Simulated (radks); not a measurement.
Values are calculated unless marked as measured or tabulated.
Question: Spherical quantum dot in the effective-mass picture: electrons in a well V = -V0 / (1 + exp((r - R)/a)) with V0 = 3.21, R = 12.3, a = 1.1, all in effective atomic units (hartree* = m*/eps^2 hartree, bohr* = eps/m* bohr), one dielectric constant everywhere. Level of theory: non-relativistic Kohn-Sham, LDA (Slater exchange, Perdew-Wang correlation), spin-polarised, spherical densities (a radial shooting solver with Libxc functionals). Levels are named by radial order and angular momentum (1s, 1p, 1d, 2s, ...), and open shells are averaged over m. Results are scaled to m* = 0.622 and eps = 9.2, for which hartree* = 200 meV and bohr* = 0.7827 nm. At N = 13 the configuration is 1s2 1p6 1d(up 5, down 0). Does electron 14 go into 1f up or 1f down or 1d down?

Answer: Into 1d down. The total energies of the other choices lie higher by 5.94 meV (1f up), 9.93 meV (1f down).
